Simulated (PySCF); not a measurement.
Isomers of C6H11N3, mass 125.095 u with the commonest isotopes. Computed with PBE0/pcSseg-1 in PySCF (dipole) on a GFN2-xTB geometry, gas phase. One conformer each, none proved a minimum here; rigid rotors.

Problem. Order these by radius of gyration √(Σ m r²/M), largest first.
A. `[CH3:1][CH2:2][c:3]1[n:4][n:5][c:6]([CH3:7])[n:8]1[CH3:9]` with C1–C2–C3–N4 -100°
B. `[CH3:1][CH:2]([CH3:3])[CH2:4][n:5]1[cH:6][cH:7][n:8][n:9]1` with C1–C2–C4–N5 170°, C2–C4–N5–C6 -83°
C. `[CH3:1][CH:2]([CH3:3])[c:4]1[n:5][n:6][cH:7][n:8]1[CH3:9]` with C1–C2–C4–N5 -78°

Solution. B (2.186 Å), A (2.063 Å), C (2.022 Å).

Problem. Order these by rotational constant A, smallest first.
A. `[CH3:1][CH2:2][c:3]1[n:4][n:5][c:6]([CH3:7])[n:8]1[CH3:9]` with C1–C2–C3–N4 -100°
B. `[CH3:1][CH2:2][C@@H:3]([CH3:4])[n:5]1[n:6][cH:7][cH:8][n:9]1` with C1–C2–C3–C4 175°, C2–C3–N5–N6 121°
C. `[CH3:1][CH:2]([CH3:3])[c:4]1[n:5][n:6][cH:7][n:8]1[CH3:9]` with C1–C2–C4–N5 -78°
D. `[CH3:1][CH:2]([CH3:3])[CH2:4][n:5]1[cH:6][cH:7][n:8][n:9]1` with C1–C2–C4–N5 170°, C2–C4–N5–C6 -83°

Solution. C (2564 MHz), B (2651 MHz), A (3005 MHz), D (4127 MHz).

Problem. Order these by rotational constant B, largest first.
A. `[CH3:1][CH:2]([CH3:3])[CH2:4][n:5]1[cH:6][cH:7][n:8][n:9]1` with C1–C2–C4–N5 170°, C2–C4–N5–C6 -83°
B. `[CH3:1][CH2:2][c:3]1[n:4][n:5][c:6]([CH3:7])[n:8]1[CH3:9]` with C1–C2–C3–N4 -100°
C. `[CH3:1][CH2:2][C@@H:3]([CH3:4])[n:5]1[n:6][cH:7][cH:8][n:9]1` with C1–C2–C3–C4 175°, C2–C3–N5–N6 121°
D. `[CH3:1][CH:2]([CH3:3])[c:4]1[n:5][n:6][cH:7][n:8]1[CH3:9]` with C1–C2–C4–N5 -78°
E. `[CH3:1][CH:2]([CH3:3])[CH2:4][n:5]1[cH:6][n:7][n:8][cH:9]1` with C1–C2–C4–N5 -63°, C2–C4–N5–C6 -77°

Solution. D (1386 MHz), C (1346 MHz), B (1302 MHz), A (988.6 MHz), E (960.7 MHz).

```json
{"SMILES": "CC(C)c1nncn1C", "point group": "C1", "Ia (u·Å²)": "197.10", "Ib (u·Å²)": "364.58", "Ic (u·Å²)": "461.51", "κ": "-0.60", "μa (D)": "0.24", "μb (D)": "5.95", "μc (D)": "0.75"}
{"SMILES": "CC[C@@H](C)n1nccn1", "point group": "C1", "Ia (u·Å²)": "190.60", "Ib (u·Å²)": "375.51", "Ic (u·Å²)": "446.18", "κ": "-0.72", "μa (D)": "0.59", "μb (D)": "0.11", "μc (D)": "0.10"}
{"SMILES": "CC(C)Cn1ccnn1", "point group": "C1", "Ia (u·Å²)": "122.45", "Ib (u·Å²)": "511.23", "Ic (u·Å²)": "561.88", "κ": "-0.94", "μa (D)": "3.02", "μb (D)": "3.43", "μc (D)": "0.99"}
{"SMILES": "CC(C)Cn1cnnc1", "point group": "C1", "Ia (u·Å²)": "122.28", "Ib (u·Å²)": "526.03", "Ic (u·Å²)": "565.21", "κ": "-0.96", "μa (D)": "6.20", "μb (D)": "0.94", "μc (D)": "1.52"}
{"SMILES": "CCc1nnc(C)n1C", "point group": "C1", "Ia (u·Å²)": "168.15", "Ib (u·Å²)": "388.20", "Ic (u·Å²)": "508.22", "κ": "-0.69", "μa (D)": "0.70", "μb (D)": "6.05", "μc (D)": "0.29"}
```
